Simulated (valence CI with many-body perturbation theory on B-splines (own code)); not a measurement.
The numbers below are computed, except where a source is named.
**Run record, Ce XVIII**

Level of theory: valence CI with perturbative core correlation (CI+MBPT): five valence electrons over a frozen Dirac-Fock core [Kr], a basis of 7 s, 7 p, 8 d, 6 f, 4 g, 1 h functions for each j, with the one-electron correlation potential Σ1 (screened to all orders), the two-electron term Σ2, the three-electron term Σ3, Breit, model QED; selected single and double excitations, second order for the rest, scaled by the run's own slope (own B-spline code, finite nucleus).

Command, and the settings that its task file holds:

```sh
python run_cv.py task.json out
```

```
atom Ce  Z=58  mass_number=140  rms_radius_fm=4.8771
core [Kr]
valence 4d5
avg = 1
basis = M
beyond = 1
breit = 1
cap = 32000
capref = 2200
cscale = 1
de = 0.0
dress = 0
eps = 2e-08
extrap = 1
h = 0.27
hh = 1
l2 = 3
lcore = 6
maxit = 60
n2 = 5
natural = 1
nlev = 190
nno = [4, 4, 5, 4, 3, 1]
nroot = 40
nsp = [3, 3, 3, 2, 1, 0]
pt2 = 1
qed = 1
rpa = 1
s1 = 1
s2 = 1
s3 = 1
screen = 1
tol = 2e-05
whole = 1
```

It took 19 min on 1 thread of Intel(R) Xeon(R) Processor @ 2.30GHz (shared host).

Log. The first blocks belong to the next ion, which gives the ionisation energy. Fields: 2J, parity (1 odd), roots, reference size, generating configurations, candidates as configurations/state functions, variational space P, stored matrix elements, Davidson steps; e2 is the range of second-order energies in hartree. The first line gives the box (bohr), its intervals, the orbitals and the steps of their self-consistent field. Window is the range of levels sought, series limit the energy at which the first omitted orbital would enter, core excitation an estimate of the first excitation out of the core, left out the lowest levels not solved, and shifts from estimates the range by which levels moved from their first estimate, all in cm⁻¹.

```
rmax 8.3 intervals 61 orbitals 59 references ['4d5', '4d4 4f', '4d4 5s', '4d4 5p'] scf 6 t 2.3
2J=0 par=0 roots 2 ref 7 generators 4 cand 1620/3193 P 1626/3200 nnz 2.1e+06 it 5
2J=0 par=0 roots 2 ref 7 generators 11 cand 1198/2984 P 2824/6184 nnz 4.6e+06 it 5
   second order: generators 21 cand 15396/39706 e2 -0.00004 -0.00004
2J=2 par=0 roots 2 ref 11 generators 3 cand 606/3162 P 613/3173 nnz 2.4e+06 it 4
2J=2 par=0 roots 2 ref 11 generators 14 cand 1801/9290 P 2414/12463 nnz 2.6e+07 it 5
   second order: generators 23 cand 15598/108776 e2 -0.00009 -0.00005
2J=4 par=0 roots 2 ref 18 generators 4 cand 402/3084 P 410/3102 nnz 2.4e+06 it 6
2J=4 par=0 roots 2 ref 18 generators 12 cand 1833/12855 P 2243/15957 nnz 4.7e+07 it 8
   second order: generators 21 cand 14648/150986 e2 -0.00014 -0.00008
reference levels 2051, estimated 532, window 1046286 1/cm; series limit 2687394, core excitation 755107
2J=5 par=0 roots 11 ref 254 generators 20 cand 201/3613 P 477/6365 nnz 8e+06 it 8
2J=5 par=0 roots 11 ref 254 generators 32 cand 1577/22438 P 2054/28803 nnz 1.3e+08 it 8
   second order: generators 54 cand 46106/1422219 e2 -0.00630 -0.00064
2J=7 par=0 roots 8 ref 257 generators 14 cand 184/3563 P 454/6303 nnz 8.3e+06 it 7
2J=7 par=0 roots 8 ref 257 generators 25 cand 1465/21647 P 1919/27950 nnz 1.2e+08 it 8
   second order: generators 54 cand 52083/1852234 e2 -0.00564 -0.00149
2J=3 par=0 roots 8 ref 201 generators 18 cand 270/3706 P 580/6304 nnz 7.3e+06 it 9
2J=3 par=0 roots 8 ref 201 generators 24 cand 2097/23897 P 2677/30201 nnz 1.2e+08 it 9
   second order: generators 52 cand 53803/1301610 e2 -0.00344 -0.00055
2J=11 par=0 roots 4 ref 182 generators 12 cand 259/3745 P 583/6324 nnz 8e+06 it 5
2J=11 par=0 roots 4 ref 182 generators 25 cand 1917/22520 P 2500/28844 nnz 1.2e+08 it 8
   second order: generators 43 cand 53120/1593159 e2 -0.00369 -0.00089
2J=9 par=0 roots 6 ref 232 generators 15 cand 202/3724 P 488/6338 nnz 8.2e+06 it 7
2J=9 par=0 roots 6 ref 232 generators 27 cand 1587/21965 P 2075/28303 nnz 1.2e+08 it 9
   second order: generators 49 cand 43357/1448458 e2 -0.00496 -0.00127
2J=1 par=0 roots 5 ref 112 generators 16 cand 559/3738 P 1005/6320 nnz 6.3e+06 it 7
2J=1 par=0 roots 5 ref 112 generators 22 cand 3506/25688 P 4511/32008 nnz 9.6e+07 it 8
   second order: generators 50 cand 49026/630186 e2 -0.00056 -0.00019
2J=13 par=0 roots 2 ref 129 generators 6 cand 374/3585 P 803/6143 nnz 6.4e+06 it 5
...
2J=1 par=1 roots 18 ref 48 generators 23 cand 2194/25947 P 2863/31909 nnz 1e+08 it 11
   second order: generators 55 cand 48543/832983 e2 -0.00227 -0.00080
2J=17 par=1 roots 6 ref 6 generators 5 cand 364/3921 P 713/6217 nnz 6.6e+06 it 5
2J=17 par=1 roots 6 ref 6 generators 14 cand 2312/24552 P 3025/30769 nnz 1.1e+08 it 8
   second order: generators 35 cand 43433/1216431 e2 -0.00156 -0.00141
2J=19 par=1 roots 2 ref 2 generators 2 cand 545/4196 P 1084/7087 nnz 7.7e+06 it 5
2J=19 par=1 roots 2 ref 2 generators 9 cand 2640/25213 P 3724/32300 nnz 1.3e+08 it 5
   second order: generators 23 cand 32563/717886 e2 -0.00032 -0.00028
left out: unestimated 1486755, estimated 1095980, shifts from estimates -457 to 328
operators 4.0
```

The Davidson iterations converged.

No measured levels were compared; by estimate terms of the open shell hold to 2 to 4 % of their energy, and close levels can change places. Among the levels kept, up to 460 cm⁻¹ of a level comes from second order outside the variational space, and about a tenth of that is noise between levels of different J, which matters for small intervals. The list stops below the first excitations out of the core.

| Quantity | Value |
| --- | --- |
| Valence energy | -100.0623 hartree |
| Ionisation energy | 472.8 eV (NIST: 472 ± 3 eV (theoretical)) |
| Reference configurations for the orbitals | 4d5, 4d4 4f, 4d4 5s, 4d4 5p |
| Radial orbitals | 59 |
| Box radius | 8.296 bohr |
| Largest variational space | 32300 |
| Lowest levels | (4d3/2^3 4d5/2^2) J=5/2 [a] 0.0, (4d3/2^4 4d5/2) J=5/2 35020, (4d3/2^3 4d5/2^2) J=7/2 [a] 50356, (4d3/2^3 4d5/2^2) J=3/2 52628, (4d3/2^3 4d5/2^2) J=11/2 53533, (4d3/2^3 4d5/2^2) J=5/2 [b] 56374, (4d3/2^3 4d5/2^2) J=9/2 56975, (4d3/2^3 4d5/2^2) J=1/2 61944, (4d3/2^2 4d5/2^3) J=7/2 [a] 70315, (4d3/2^3 4d5/2^2) J=5/2 [c] 74436, (4d3/2^2 4d5/2^3) J=11/2 80863, (4d3/2^3 4d5/2^2) J=7/2 [b] 81729, (4d3/2^2 4d5/2^3) J=1/2 [a] 83074, (4d3/2^2 4d5/2^3) J=3/2 [a] 85314 cm⁻¹ |

Levels are named by their leading jj configuration (3d3/2^4 stands for four electrons in 3d with j = 3/2), which in mixed levels can hold well under half, so a name can repeat and another be missing. Letters in brackets count levels of one name in rising energy.
